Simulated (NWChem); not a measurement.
System: SiBrCl, singlet; SMILES Cl[Si]Br

Output (shortened):

```
             Northwest Computational Chemistry Package (NWChem) 7.3.0
             --------------------------------------------------------

                             Geometry "geometry" -> ""
                             -------------------------

 Output coordinates in angstroms (scale by  1.889725989 to convert to a.u.)

  No.       Tag          Charge          X              Y              Z
 ---- ---------------- ---------- -------------- -------------- --------------
    1 Si                  14.0000     1.01645600    -0.64932100     0.00000000
    2 Cl                  17.0000    -0.50280300    -2.11081900     0.00000000
    3 Br                  35.0000    -0.16086200     1.30585700     0.00000000

 Effective nuclear repulsion energy (a.u.)     265.0517971917

                              NWChem Property Module
                              ----------------------

  itol2e modified to match energy
  convergence criterion.

                                 NWChem DFT Module
                                 -----------------

 Summary of "ao basis" -> "ao basis" (spherical)
 ------------------------------------------------------------------------------
       Tag                 Description            Shells   Functions and Types
 ---------------- ------------------------------  ------  ---------------------
 Si                         pcsseg-1                10       24   4s5p1d
 Cl                         pcsseg-1                10       24   4s5p1d
 Br                         pcsseg-1                15       41   5s7p3d

  itol2e modified to match energy
  convergence criterion.

            General Information
            -------------------
          SCF calculation type: DFT
          Wavefunction type:  closed shell.
          No. of atoms     :     3
          No. of electrons :    66
           Alpha electrons :    33
            Beta electrons :    33
          Charge           :     0
          Spin multiplicity:     1
          Use of symmetry is: off; symmetry adaption is: off
          Maximum number of iterations: 150
          AO basis - number of functions:    89
                     number of shells:    35
          Convergence on energy requested:  1.00D-07
          Convergence on density requested:  1.00D-05
          Convergence on gradient requested:  5.00D-04

              XC Information
              --------------
                        BHLYP Method XC Functional
                     Hartree-Fock (Exact) Exchange  0.500
                        Slater Exchange Functional  0.500 local
                    Becke 1988 Exchange Functional  0.500 non-local
              Lee-Yang-Parr Correlation Functional  1.000

             Grid Information
             ----------------
          Grid used for XC integration:  fine
          Radial quadrature: Mura-Knowles
          Angular quadrature: Lebedev.
          Tag              B.-S. Rad. Rad. Pts. Rad. Cut. Ang. Pts.
          ---              ---------- --------- --------- ---------
          Si                  1.10      123           8.0       770
          Cl                  1.00      123          10.0       770
          Br                  1.15      140          10.0       974
          Grid pruning is: on
          Number of quadrature shells:   386
          Spatial weights used:  Erf1

      Superposition of Atomic Density Guess
      -------------------------------------

 Sum of atomic energies:       -3320.35676292

      Non-variational initial energy
      ------------------------------

 Total energy =   -3320.695041
 1-e energy   =   -5146.793933
 2-e energy   =    1561.047094
 HOMO         =      -0.267776
 LUMO         =      -0.049883

   convergence    iter        energy       DeltaE   RMS-Dens  Diis-err
 ---------------- ----- ----------------- --------- --------- ---------
 d= 0,ls=0.0,diis     1  -3323.5320829153 -3.59D+03  1.08D-02  1.16D+00
 d= 0,ls=0.0,diis     2  -3323.5428303941 -1.07D-02  7.41D-03  3.05D-01
 d= 0,ls=0.0,diis     3  -3323.5763646965 -3.35D-02  2.28D-03  7.94D-02
 d= 0,ls=0.0,diis     4  -3323.5862227033 -9.86D-03  2.30D-04  5.34D-04
 d= 0,ls=0.0,diis     5  -3323.5862792808 -5.66D-05  7.62D-05  3.73D-05
  Resetting Diis
 d= 0,ls=0.0,diis     6  -3323.5862843840 -5.10D-06  3.18D-05  2.11D-06
 d= 0,ls=0.0,diis     7  -3323.5862849897 -6.06D-07  1.09D-05  3.03D-07
 d= 0,ls=0.0,diis     8  -3323.5862850412 -5.15D-08  4.22D-06  2.08D-07

         Total DFT energy =    -3323.586285041205
      One electron energy =    -5148.100314639069
           Coulomb energy =     1699.958118695523
    Exchange-Corr. energy =     -140.495886289352
 Nuclear repulsion energy =      265.051797191693

 Numeric. integr. density =       65.999999958275

                       DFT Final Molecular Orbital Analysis
                       ------------------------------------

 Vector   31  Occ=2.000000D+00  E=-3.724667D-01
              MO Center= -1.4D-01,  8.4D-01,  1.2D-09, r^2= 2.7D+00
   Bfn.  Coefficient  Atom+Function         Bfn.  Coefficient  Atom+Function
  ----- ------------  ---------------      ----- ------------  ---------------
    74      0.560390  3 Br pz                71      0.488290  3 Br pz
    40     -0.196278  2 Cl pz                43     -0.183927  2 Cl pz
    65     -0.184479  3 Br pz                68     -0.139270  3 Br pz
    16      0.071943  1 Si pz                19      0.059808  1 Si pz
    59      0.056564  3 Br pz                34      0.052783  2 Cl pz

 Vector   32  Occ=2.000000D+00  E=-3.625998D-01
              MO Center= -1.4D-01,  5.1D-01, -2.5D-09, r^2= 3.6D+00
   Bfn.  Coefficient  Atom+Function         Bfn.  Coefficient  Atom+Function
  ----- ------------  ---------------      ----- ------------  ---------------
    73      0.397231  3 Br py                72      0.354250  3 Br px
    70      0.345171  3 Br py                69      0.322154  3 Br px
    39      0.245981  2 Cl py                42      0.212019  2 Cl py
    38     -0.148608  2 Cl px                64     -0.128889  3 Br py
    41     -0.123238  2 Cl px                63     -0.120912  3 Br px

 Vector   33  Occ=2.000000D+00  E=-3.212369D-01
              MO Center=  7.3D-01, -3.8D-01,  8.0D-10, r^2= 3.9D+00
   Bfn.  Coefficient  Atom+Function         Bfn.  Coefficient  Atom+Function
  ----- ------------  ---------------      ----- ------------  ---------------
     4      0.447955  1 Si s                  3      0.424369  1 Si s
    72     -0.358479  3 Br px                69     -0.286124  3 Br px
    14      0.279837  1 Si px                 2     -0.260890  1 Si s
    41     -0.260538  2 Cl px                38     -0.256839  2 Cl px
    73      0.167178  3 Br py                17      0.135587  1 Si px

 Vector   34  Occ=0.000000D+00  E=-8.510365D-02
              MO Center=  8.9D-01, -5.8D-01, -1.1D-08, r^2= 3.3D+00
   Bfn.  Coefficient  Atom+Function         Bfn.  Coefficient  Atom+Function
  ----- ------------  ---------------      ----- ------------  ---------------
    19      0.655334  1 Si pz                16      0.481719  1 Si pz
    74     -0.278551  3 Br pz                43     -0.248074  2 Cl pz
    40     -0.164365  2 Cl pz                71     -0.160624  3 Br pz
    10     -0.115207  1 Si pz                 7     -0.095561  1 Si pz
    65      0.063779  3 Br pz                34      0.047648  2 Cl pz

 Vector   35  Occ=0.000000D+00  E= 1.958687D-02
              MO Center=  9.9D-01, -4.8D-01,  2.0D-09, r^2= 4.3D+00
   Bfn.  Coefficient  Atom+Function         Bfn.  Coefficient  Atom+Function
  ----- ------------  ---------------      ----- ------------  ---------------
    18      1.029304  1 Si py                53     -0.627161  3 Br s
    73      0.530590  3 Br py                72     -0.399953  3 Br px
    15      0.384491  1 Si py                17     -0.346759  1 Si px
     3      0.240794  1 Si s                  4      0.238818  1 Si s
    41      0.233097  2 Cl px                51      0.180922  3 Br s

 Vector   36  Occ=0.000000D+00  E= 2.980434D-02
              MO Center=  7.6D-01, -6.2D-01,  1.4D-09, r^2= 4.3D+00
   Bfn.  Coefficient  Atom+Function         Bfn.  Coefficient  Atom+Function
  ----- ------------  ---------------      ----- ------------  ---------------
    17      0.969084  1 Si px                28      0.747612  2 Cl s
     4     -0.591619  1 Si s                 18      0.478338  1 Si py
    42      0.475376  2 Cl py                41      0.385574  2 Cl px
    73     -0.366722  3 Br py                14      0.364398  1 Si px
     3     -0.356402  1 Si s                 53      0.209922  3 Br s

     Multipole analysis of the density
     ---------------------------------

     L   x y z        total         alpha         beta         nuclear
     -   - - -        -----         -----         ----         -------
     0   0 0 0     -0.000000    -33.000000    -33.000000     66.000000

     1   1 0 0      0.571715      0.236193      0.236193      0.099330
     1   0 1 0     -0.030084     -0.705338     -0.705338      1.380592
     1   0 0 1     -0.000000     -0.000000     -0.000000      0.000000

     2   2 0 0    -33.082162    -51.658971    -51.658971     70.235779
     2   1 1 0     -1.219332     -3.199152     -3.199152      5.178972
     2   1 0 1     -0.000000     -0.000000     -0.000000      0.000000
     2   0 2 0    -35.323851   -270.013511   -270.013511    504.703171
     2   0 1 1      0.000000      0.000000      0.000000      0.000000
     2   0 0 2    -31.310086    -15.655043    -15.655043      0.000000

          -----------------------
          Electric field gradient
          -----------------------

 1 a.u. = 0.324123 10**(16) esu/cm**3  ( or statvolts/cm**2 ) = 0.97174 10**(22) v/m**2

 ------------------------------------------------------------
   Atom      X         Y         Z
 ------------------------------------------------------------
    1 Si   1.92082  -1.22704   0.00000
 ------------------------------------------------------------

 Electric field gradient in molecular frame (a.u.)
         XX             YY             ZZ             XY             XZ             YZ
 ------------------------------------------------------------------------------------------
        1.058168       0.173589      -1.231757      -0.081999       0.000000      -0.000000

 Principal components (a.u.) and orientation
 of principal axis w.r.t. absolute frame                      Asymmetry parameter eta
 --------------------------------------------------------------------------------------
       -1.231757       1.065705       0.166052                       0.730381

       -0.000000       0.995802       0.091530
        0.000000      -0.091530       0.995802
        1.000000       0.000000      -0.000000

 ------------------------------------------------------------
   Atom      X         Y         Z
 ------------------------------------------------------------
    2 Cl  -0.95016  -3.98887   0.00000
 ------------------------------------------------------------

 Electric field gradient in molecular frame (a.u.)
         XX             YY             ZZ             XY             XZ             YZ
 ------------------------------------------------------------------------------------------
       -0.008533      -0.267526       0.276059      -1.512606       0.000000      -0.000000

 Principal components (a.u.) and orientation
 of principal axis w.r.t. absolute frame                      Asymmetry parameter eta
 --------------------------------------------------------------------------------------
       -1.656168       1.380109       0.276059                       0.666630

        0.676277       0.736648      -0.000000
        0.736648      -0.676277       0.000000
        0.000000       0.000000       1.000000

 ------------------------------------------------------------
   Atom      X         Y         Z
 ------------------------------------------------------------
    3 Br  -0.30399   2.46771   0.00000
 ------------------------------------------------------------

 Electric field gradient in molecular frame (a.u.)
         XX             YY             ZZ             XY             XZ             YZ
 ------------------------------------------------------------------------------------------
        1.417817      -2.028367       0.610550       2.578351       0.000000      -0.000001

[...]

          -----------------------------------------
          Chemical Shielding Tensors (GIAO, in ppm)
          -----------------------------------------

                                NWChem CPHF Module
                                ------------------

  scftype          =     RHF
  nclosed          =       33
  nopen            =        0
  variables        =     1848
  # of vectors     =        3
  tolerance        = 0.10D-03
  level shift      = 0.00D+00
  max iterations   =       50
  max subspace     =       30

 SCF residual:    1.0754321259866743E-004

Iterative solution of linear equations
  No. of variables     1848
  No. of equations        3
  Maximum subspace       30
        Iterations       50
       Convergence  1.0D-04

   iter   nsub   residual    time
   ----  ------  --------  ---------
     1      3    1.62D+00      19.5
     2      6    1.70D-01      23.3
     3      9    2.08D-02      26.9
     4     12    9.31D-04      30.7
     5     15    1.59D-04      34.8
     6     18    1.13D-05      38.7

      Atom:    1  Si
        Diamagnetic
    871.5622     -0.3983     -0.0000
     -0.3983    878.9150     -0.0000
     -0.0000     -0.0000    865.6886

        Paramagnetic
   -665.7615   -154.0311      0.0000
   -154.0311  -1286.1306      0.0000
      0.0000      0.0000   -658.3247

        Total Shielding Tensor
    205.8007   -154.4293      0.0000
   -154.4293   -407.2156      0.0000
      0.0000      0.0000    207.3639

           isotropic =       1.9830
          anisotropy =    -668.8562

          Principal Components and Axis System
                 1           2           3
             -443.9212    242.5063    207.3639

      1         0.2312      0.9729     -0.0000
      2         0.9729     -0.2312      0.0000
      3        -0.0000      0.0000      1.0000

      Atom:    2  Cl
        Diamagnetic
   1147.3906      3.2588     -0.0000
      3.2588   1152.6747      0.0000
     -0.0000      0.0000   1145.0384

        Paramagnetic
   -638.4178    410.3849     -0.0000
    410.3849  -1138.3136      0.0000
     -0.0000      0.0000   -421.3926

        Total Shielding Tensor
    508.9728    413.6437     -0.0000
    413.6437     14.3611      0.0000
     -0.0000      0.0000    723.6457

           isotropic =     415.6599
          anisotropy =     491.9130

          Principal Components and Axis System
                 1           2           3
              743.6019    723.6457   -220.2680

      1         0.8698      0.0000     -0.4934
      2         0.4934      0.0000      0.8698
      3        -0.0000      1.0000     -0.0000

      Atom:    3  Br
        Diamagnetic
   3124.3238     -1.8095     -0.0000
     -1.8095   3130.2600      0.0000
     -0.0000      0.0000   3123.2608

        Paramagnetic
  -1936.1033  -1206.8485      0.0000
  -1206.8485  -1815.4464      0.0000
      0.0000      0.0000  -1074.3088

        Total Shielding Tensor
   1188.2204  -1208.6581      0.0000
  -1208.6581   1314.8136      0.0000
      0.0000      0.0000   2048.9520

           isotropic =    1517.3287
          anisotropy =    1416.7540

          Principal Components and Axis System
                 1           2           3
             2461.8313   2048.9520     41.2027

      1        -0.6884      0.0000      0.7254
      2         0.7254     -0.0000      0.6884
      3         0.0000      1.0000     -0.0000
```

Level: BHandHLYP/pcSseg-1, GIAO. Low-valent species are run as closed-shell singlets; no triplet was tried in these runs. Coordinates come from a B3LYP/6-31G* (spherical d) optimisation. NWChem prints the field gradient with the sign opposite to the second derivative of the potential. The printed shielding anisotropy is the first printed principal value minus the mean of the other two.

Task: Write an input that gives this output.

Result: This is not unique; one that fits is the input that was run:
```
start job
memory heap 200 mb stack 900 mb global 1100 mb
geometry units angstroms noautosym nocenter noautoz
  Si     1.016456    -0.649321     0.000000
  Cl    -0.502803    -2.110819     0.000000
  Br    -0.160862     1.305857     0.000000
end
basis spherical
  * library pcsseg-1
end
dft
  xc bhlyp
  iterations 150
end
property
  shielding
  efieldgrad
end
task dft property
```
